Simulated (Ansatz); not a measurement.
Consider the homolysis of the H–Si bond: `N[SiH](Cl)Br` → H• + `N[Si](Cl)Br`•.

Program: Ansatz. Geometries: PBE0-D4/def2-TZVP. ΔE: electronic, gas phase. CCSD(T)/CBS is the MP2 limit (def2-TZVPP, def2-QZVPP) plus CCSD(T) − MP2 in def2-TZVPP, frozen cores. This one scheme is used for every species, atoms too. Functionals use def2-TZVPP. HSE06 is defined as in plane-wave codes. Open shells (•) are unrestricted, without spin–orbit coupling. For Br outer-core shells are correlated without core-valence functions, so the limit isn't a true one: a few kJ/mol of doubt a bond, and 10 to 20 or more in all where bonds break to atoms. Scalar relativity is left out up to krypton. One conformer a species, not always the lowest.

`N[SiH](Cl)Br`:

```xyz
7

N    -1.115    0.174    0.021
Si    0.538   -0.095   -0.231
Cl    1.440    1.727   -0.408
Br    1.576   -1.185    1.410
H    -1.420    0.880    0.673
H    -1.757   -0.601   -0.016
H     0.738   -0.900   -1.448
```

`N[Si](Cl)Br`•:

Z-matrix (Å, degrees):
```
N
Si 1 1.702
H 1 1.008 2 120.6
H 1 1.008 2 120.8 3 151.9
Cl 2 2.060 1 106.4 3 39.5
Br 2 2.234 1 107.7 3 159.8
```

| level | ΔE (eV) | difference from CCSD(T)/CBS |
| --- | --- | --- |
| BLYP-D4 | 3.88 | -0.33 |
| r2SCAN0-D4 | 3.96 | -0.25 |
| HSE06-D4 | 3.92 | -0.29 |
| ωB97M-V | 4.18 | -0.03 |
| B2PLYP | 4.05 | -0.16 |
| revPBE | 3.75 | -0.46 |
| r2SCAN | 3.91 | -0.30 |
| MP2/def2-TZVPP | 4.05 | -0.16 |
| HF/def2-QZVPP | 3.34 | -0.87 |
| MP2/def2-QZVPP | 4.09 | -0.12 |
| CCSD(T)/CBS | 4.21 | 0 |

Largest T1 diagnostic among the species: 0.011.

From r2SCAN to r2SCAN0 (25 % exact exchange), in def2-TZVPP and without D4, ΔE moves by +0.05 eV. In def2-TZVPP, CCSD(T) changes the Hartree–Fock value by +0.79 eV (the triples alone add −0.01 eV) and MP2 by +0.71 eV; breaking electron pairs costs correlation energy, which Hartree–Fock lacks.
